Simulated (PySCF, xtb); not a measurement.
C2H4F, SMILES C[CH]F, multiplicity 2.

Harmonic wavenumbers (cm⁻¹) from GFN2-xTB (xtb 6.7.1) at its own minimum, in rising order: 107, 353, 443, 942, 996, 1128, 1162, 1290, 1388, 1443, 1457, 2869, 3007, 3049, 3116.

Q: What does B3LYP-D3(BJ)/def2-TZVP in PySCF give at its own minimum? (An estimate is asked for; the answer gives what the named calculation found.)

A: 189, 409, 537, 913, 1019, 1133, 1183, 1362, 1418, 1459, 1481, 2962, 3049, 3106, 3178. Paired by order, the mean absolute difference is 47 cm⁻¹ and the zero-point energies are 32.5 and 33.4 kcal/mol.
